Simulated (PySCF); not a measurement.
One of the candidates below gave these computed data.

All candidates are C4H9ClOSi.

* 13C NMR: chemical shifts (computed TMS as zero) by class: 80.9 (1 C), 53.3 (1 C), 33.8 (1 C), 10.1 (1 C) ppm [GIAO PBE0/pcSseg-1]
* Rotational structure: rotational constants A, B, C: 4.829, 0.899, 0.790 GHz [PBE0-D3(BJ)/def2-SVP]
* 1H NMR: chemical shifts (computed TMS as zero) by class: 5.05 (1 H), 4.95 (1 H), 3.77 (1 H), 3.62 (1 H), 2.99 (1 H), 2.44 (1 H), 1.07 (1 H), 1.03 (1 H), 1.03 (1 H) ppm [GIAO PBE0/pcSseg-1]
* UV, first state: lowest singlet excitation: 7.19 eV (172 nm, f = 0.005) [TDDFT wB97X-D/def2-SVPD]
* Dipole: 1.88 D [wB97X-D/def2-SVPD]
* NMR, other nuclei: isotropic shieldings of nuclei other than C and H, by class: 274 (1 O), 343 (1 Si), 889 (1 Cl) ppm [GIAO PBE0/pcSseg-1]
* XPS: Si2p3/2 107.3, Cl2p3/2 206.0, C1s 290.4, C1s 290.9, C1s 292.2, C1s 292.4, O1s 537.9, Si1s 1847.1, Cl1s 2828.6 eV [ΔSCF SCAN, pcX-2 on the ionised atom, pcseg-1 elsewhere, spin-free X2C, 2p3/2 from a spin–orbit splitting computed afterwards within the 2p shell]
* Valence photoelectron: vertical ionisation energy: 10.19 eV [ΔSCF wB97X-D/def2-SVPD]
* UV, strongest line: among the 10 lowest singlet transitions: S6 at 8.40 eV (148 nm, f = 0.034) [TDDFT wB97X-D/def2-SVPD]

The electronic properties come from PySCF, for the isolated species, density fitting. Levels stand in brackets. The structure is a single PBE0-D3(BJ)/def2-SVP conformer in the gas phase; no vibrational or solvent corrections. NMR values are class means; diastereotopic atoms form classes of their own.

**Question.** Which candidate is it?
A. `ClC[C@@H]1CC[SiH2]O1`
B. `CO[C@@H]1C[C@@H]1[SiH2]Cl`
C. `C=CC[Si@@H](O)CCl`

**Answer.** A. It is `ClC[C@@H]1CC[SiH2]O1`. Numbering: `[Cl:1][CH2:2][C@@H:3]1[CH2:4][CH2:5][SiH2:6][O:7]1`. Its formula, C4H9ClOSi, gives 1 degree of unsaturation: 1 ring and 0 π bonds in the structure found. 4 carbons fall into 4 classes; from least to most shielded: ring sp3 carbon bound to oxygen [C3] (80.9 ppm), sp3 C–Cl carbon [C2] (53.3 ppm), ring CH2 carbon [C4] (33.8 ppm), ring sp3 carbon bound to silicon [C5] (10.1 ppm). Hydrogen classes from least to most shielded: 1 H on an oxygen-bound silicon, Si6 (5.05 ppm), 1 H on an oxygen-bound silicon, Si6 (4.95 ppm), 1 H on an sp3 C–Cl carbon, C2 (3.77 ppm), 1 H on an sp3 carbon bound to oxygen, C3 (3.62 ppm), 1 H on an sp3 C–Cl carbon, C2 (2.99 ppm), 1 H on a ring CH2 carbon, C4 (2.44 ppm), 1 H on an sp3 carbon bound to silicon, C5 (1.07 ppm), 1 H on a ring CH2 carbon, C4 (1.03 ppm), 1 H on an sp3 carbon bound to silicon, C5 (1.03 ppm). The other shieldings belong to: 274 ppm, silyl ether oxygen [O7]; 343 ppm, oxygen-bound silicon [Si6]; 889 ppm, alkyl chlorine [Cl1]. The core levels belong to: Si2p3/2 107.3 eV, oxygen-bound silicon [Si6]; Cl2p3/2 206.0 eV, alkyl chlorine [Cl1]; C1s 290.4 eV, sp3 carbon bound to silicon [C5]; C1s 290.9 eV, ring CH2 carbon [C4]; C1s 292.2 eV, sp3 C–Cl carbon [C2]; C1s 292.4 eV, sp3 carbon bound to oxygen [C3]; O1s 537.9 eV, silyl ether oxygen [O7]; Si1s 1847.1 eV, oxygen-bound silicon [Si6]; Cl1s 2828.6 eV, alkyl chlorine [Cl1]. The first electron is taken from the HOMO, whose largest Löwdin shares are 0.45 on the silyl ether oxygen, 0.12 on the sp3 carbon bound to oxygen, 0.10 on the oxygen-bound silicon and 0.07 on the methine hydrogen. The optimised geometry has point group C1 and is an asymmetric top.

The others, at the same levels:
- `CO[C@@H]1C[C@@H]1[SiH2]Cl` fails: its computed 13C shifts are 58.5 (1 C), 57.7 (1 C), 12.9 (1 C), 7.0 (1 C) ppm, core binding energies are Si2p3/2 107.4, Cl2p3/2 205.5, C1s 290.5, C1s 290.9, C1s 292.3, C1s 292.4, O1s 538.8, Si1s 1847.3, Cl1s 2828.1 eV and 1H shifts are 5.23 (1 H), 4.68 (1 H), 3.18 (3 H), 3.13 (1 H), 0.72 (1 H), 0.66 (1 H), 0.13 (1 H) ppm.
- `C=CC[Si@@H](O)CCl` fails: its computed 13C shifts are 142.6 (1 C), 121.7 (1 C), 34.1 (1 C), 24.5 (1 C) ppm, core binding energies are Si2p3/2 107.2, Cl2p3/2 206.1, C1s 290.1, C1s 290.5, C1s 290.7, C1s 291.8, O1s 538.4, Si1s 1847.1, Cl1s 2828.7 eV and 1H shifts are 6.22 (1 H), 5.26 (1 H), 5.16 (1 H), 4.82 (1 H), 3.09 (1 H), 2.53 (1 H), 2.15 (1 H), 1.80 (1 H), 1.29 (1 H) ppm.

Each candidate is one conformer, not necessarily the lowest. The conformers computed, where there is a choice (atom-mapped SMILES and torsion angles):
- `[CH3:1][O:2][C@@H:3]1[CH2:4][C@@H:5]1[SiH2:6][Cl:7]`: C1–O2–C3–C4 -83°, C4–C5–Si6–Cl7 107°
- `[CH2:1]=[CH:2][CH2:3][Si@@H:4]([OH:5])[CH2:6][Cl:7]`: C1–C2–C3–Si4 -110°, C2–C3–Si4–O5 -60°, C3–Si4–C6–Cl7 -166°, H–O5–Si4–C3 161°

The conformers of `ClC[C@@H]1CC[SiH2]O1` aren't listed.
